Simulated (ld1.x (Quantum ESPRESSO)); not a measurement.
## Reading a pseudo-wave (zinc (Zn))

Columns: radius, all-electron u(r) and pseudo u(r) of the 4p shell (level -2.10 eV) of zinc in the configuration [Ar] 3d10 4s1 4p1; PBE, scalar-relativistic, TM scheme, ld1.x (Quantum ESPRESSO) 7.5.

| r (bohr) | all-electron | pseudo |
| --- | --- | --- |
| 0.123 | 0.1052 | 0.0023 |
| 0.245 | -0.0014 | 0.0092 |
| 0.368 | -0.1275 | 0.0208 |
| 0.490 | -0.1779 | 0.0368 |
| 0.613 | -0.1623 | 0.0574 |
| 0.735 | -0.1085 | 0.0823 |
| 0.858 | -0.0372 | 0.1115 |
| 0.980 | 0.0377 | 0.1444 |
| 1.103 | 0.1108 | 0.1810 |
| 1.225 | 0.1777 | 0.2197 |
| 1.348 | 0.2382 | 0.2602 |
| 1.470 | 0.2910 | 0.3005 |
| 1.593 | 0.3370 | 0.3398 |
| 1.715 | 0.3761 | 0.3760 |
| 1.838 | 0.4094 | 0.4086 |
| 1.960 | 0.4370 | 0.4364 |
| 2.083 | 0.4597 | 0.4595 |
| 2.205 | 0.4779 | 0.4778 |
| 2.328 | 0.4922 | 0.4922 |
| 2.450 | 0.5028 | 0.5028 |
| 2.573 | 0.5104 | 0.5104 |
| 2.695 | 0.5151 | 0.5151 |
| 2.818 | 0.5174 | 0.5174 |
| 2.940 | 0.5174 | 0.5174 |
| 3.063 | 0.5156 | 0.5156 |
| 3.185 | 0.5121 | 0.5121 |

Question: How many radial nodes do the two functions have?

Answer: The all-electron 4p function has n − l − 1 = 2; the pseudo-wave has 0, since the states of the same l below it are removed with the core.

Question: At about which radius was the pseudo-wave matched?

Answer: 2.45 bohr. The columns agree to 0.0005 from 2.08 bohr on; several derivatives are matched, so the curves merge somewhat inside the radius.

Question: Is the pseudo-wave norm-conserving?

Answer: Yes: the TM scheme keeps the norm inside the radius equal to the all-electron one, which fixes the energy derivative of the logarithmic derivative at the level.
